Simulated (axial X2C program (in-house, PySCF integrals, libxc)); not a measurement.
## SbB: a run with one poor setting

Calculated with an in-house relativistic program for diatomic molecules. Spin-free means the one-electron spin-free X2C Hamiltonian. Basis: Sb dyall-v3z [11s12p8d1f], B dyall-v3z [7s6p2d1f] (cores contracted in-house); Gaussian nuclei, density fitting, unrestricted open shells. Masses: Sb 120.904 u, B 11.009 u.

One setting of this run was spoiled on purpose, so its numbers are not properties of SbB. Level: B3LYP, spin-free; state M_S = 1, Λ = 1 (beyond evenly filled blocks: σα, π+α, π+β, π-α).

```csv
R (Å),E − E(lowest point) (eV),SCF iterations
1.793,0.9768,11
1.875,0.4165,11
1.937,0.1725,11
1.999,0.0424,10
2.061,0.0000,11
2.133,0.0325,12
2.205,0.1282,12
2.298,0.3116,12
2.411,0.5868,13
2.576,1.0182,13
```

Fit: Re 2.067 Å, ωe 670.4 cm⁻¹, residual 0.28 microhartree, De 2.51 eV.

Output at the reference distance:

```
spin-free X2C-1e  B3LYP
basis functions 136  fitting functions 445  grid points 5079
iter        total energy     max residual
   1      -6506.277179605     7.07e-02
   2      -6506.278689129     2.76e-03
   3      -6506.278206925     6.04e-03
   4      -6506.278762510     1.59e-03
   5      -6506.278805898     2.52e-04
   6      -6506.278807480     1.21e-04
   7      -6506.278808109     5.69e-05
   8      -6506.278808307     2.42e-05
   9      -6506.278808349     1.02e-05
  10      -6506.278808354     3.10e-06
  11      -6506.278808354     1.79e-07
converged
one-electron -9061.31631410  Coulomb 2665.54708923  exact exchange -34.47240081  xc functional -141.51034560  nuclear repulsion 65.47316292
```

Question: Which setting was spoiled?
A. too few iterations allowed
B. an excited determinant was followed
C. density fitting set too sparse
D. virtual space cut too low
E. integration grid too coarse

Answer: C. Density fitting set too sparse: ratio 4 between fitting exponents against the usual 2.
